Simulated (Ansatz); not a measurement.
A run for Ansatz (an electronic-structure program): U-CCSD(T)/def2-SVP on hydrogen telluride (SMILES [TeH2]), a point of a bond scan (R = 1.827 Å). Elements past Kr take the def2 small-core potentials; no spin–orbit coupling. The run froze 9 orbitals, filled d shells among them.

Ansatz 0.2 input:
```yaml
crystal:
  periodic: [false, false, false]
  atoms:
    - {symbol: Te, position_ang: [0.00005303, 0.04331076, 0.00164716]}
    - {symbol: H, position_ang: [-1.29846639, -1.24159266, -0.04302245]}
    - {symbol: H, position_ang: [1.17766186, -1.12737630, -0.04669061]}
basis:
  gaussian:
    orbitals: def2-SVP
correlation: {method: ccsd_t, electrons: outside_noble_gas}
scf: {omitted_lower_state_checks: [cluster_reference]}
magnetization: {spin_polarized: true, initial_magnetization: 0}
```

The log:

```
WARN ansatz: RAYON_NUM_THREADS=1 ignored (pool sized by the plan → 1); use --threads N
Functional definition: HF
these checks for a lower state are left out or cut short: cluster_reference
integrals: 0.01 GiB planned
435 factors; integrals over basis functions are off by at most 6.9e-4 eV
mean field: 0.08 GiB planned
mean field evaluation 1: about -7295.7671 eV, gradient 5.9e0 eV
mean field evaluation 2: about -7295.7977 eV, gradient 5.9e0 eV
mean field evaluation 4: about -7296.2240 eV, gradient 6.0e-1 eV
mean field evaluation 8: about -7296.2280 eV, gradient 1.3e-3 eV
mean field -7296.22798862 eV, -268.1314330209 hartree, gradient 2.2e-6 eV, S^2 0.000000; 0 other end points of the search recorded, 0 dependent functions left out
9 core orbitals not correlated
reference -7296.22798862 eV, -268.1314330209 hartree; 4, 4 occupied and 23, 23 virtual orbitals, 435 factors
second order -3.03574423 eV of doubles, -0.00000000 eV of singles
coupled cluster: 0.07 GiB planned
cycle   1  -3.47920457 eV  change   -4.4e-1 eV  update   5.6e-2
cycle   2  -3.65244441 eV  change   -1.7e-1 eV  update   2.1e-2
cycle   3  -3.66429101 eV  change   -1.2e-2 eV  update   5.2e-3
cycle   4  -3.66482363 eV  change   -5.3e-4 eV  update   1.6e-3
cycle   5  -3.66443465 eV  change    3.9e-4 eV  update   5.4e-4
cycle   6  -3.66440136 eV  change    3.3e-5 eV  update   1.5e-4
cycle   7  -3.66441426 eV  change   -1.3e-5 eV  update   3.8e-5
cycle   8  -3.66441805 eV  change   -3.8e-6 eV  update   9.7e-6
perturbative correction -0.08035614 eV, -0.0029530335 hartree
Total energy: -7299.97276280 eV, -268.2690509338 hartree
Checks for a lower state left out: cluster_reference
```

The calculation finished and met its thresholds.

Cost: very roughly 0.4 core-seconds.
